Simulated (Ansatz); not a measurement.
Stepwise reaction of `[F][Ga]([Cl])[Cl]` with ammonia, as a gas-phase model of exchange steps in deposition or etching. ΔE in kJ/mol; ΔG adds harmonic PBE0-D4 terms to CCSD(T)/CBS, at 1 bar.

Calculated with Ansatz (gas phase, PBE0-D4/def2-TZVP geometries, no zero-point term in ΔE). CBS: MP2 limit from def2 TZ/QZ plus the TZ coupled-cluster correction, frozen cores. This one scheme is used for every species. DFT in def2-TZVPP. B3LYP here is the variant with VWN-RPA as its local correlation; programs differ in this. For Ga outer-core shells are correlated without core-valence functions, which leaves a few kJ/mol of doubt a bond. Scalar relativity is left out up to krypton. Each species was taken in one conformer, which may not be the lowest.

```json
{"step": "1", "reaction": "`[F][Ga]([Cl])[Cl]` + NH₃ → `[NH2][Ga]([F])[Cl]` + HCl", "PBE-D4": "66.2", "B3LYP-D4": "65.9", "ωB97M-V": "65.8", "CCSD(T)/CBS": "60.0", "ΔG(600 K)": "46.3"}
```

Problem. Give the row of step 2, `[NH2][Ga]([F])[Cl]` + NH₃ → `[NH2][Ga]([NH2])[F]` + HCl. (Best estimate.)

Solution. Computed: 
| step | reaction | PBE-D4 | B3LYP-D4 | ωB97M-V | CCSD(T)/CBS | ΔG(600 K) |
| --- | --- | --- | --- | --- | --- | --- |
| 2 | `[NH2][Ga]([F])[Cl]` + NH₃ → `[NH2][Ga]([NH2])[F]` + HCl | 81.1 | 81.5 | 81.7 | 75.8 | 72.6 |

Problem. By hand: ΔE of the 2 steps together at CCSD(T)/CBS.

Solution. (60.0) + (75.8) = 135.8 kJ/mol, or 67.9 kJ/mol a step.

In ΔE each step is higher than the one before. All are uphill at CCSD(T)/CBS. ΔG lies between 46.3 and 72.6 kJ/mol a step. PBE-D4 differs from CCSD(T)/CBS by 5.3 to 6.2 kJ/mol a step. Isolated molecules leave out the surface, adducts and barriers. Largest T1 diagnostic: 0.013.
